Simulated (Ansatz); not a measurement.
Species: BO2, charge 0, multiplicity 2. It need not be the lowest isomer of its formula. 
Structure (B3LYP-D3(BJ)/def2-TZVP (Ansatz, a first-principles code) minimum search):
```
B
O 1 1.2612
O 1 1.2612 2 180.00
```
Charge 0, spin multiplicity 2.

Quantity: atomisation energy (electronic, to ground-state atoms), in kcal/mol. Valence correlation only, unless marked. Open shells are spin-unrestricted. No spin-orbit coupling. No relativistic terms. The coupled-cluster limit lacks core correlation, which all-electron functionals hold. CBS marks a two-point X^-3 extrapolation of the correlation energy; Hartree-Fock from the larger set.

```tsv
level	program	atomisation energy (kcal/mol)
HF/cc-pVDZ	Ansatz	206.0
PBE-D3(BJ)/def2-TZVPD	Ansatz + dftd3	350.8
r2SCAN-D4/def2-TZVPD	Ansatz + dftd4	336.1
PBE0/STO-3G	Ansatz	350.5
```

Predict the CCSD(T)/CBS(cc-pVTZ,cc-pVQZ) result (Ansatz).

322.0 kcal/mol
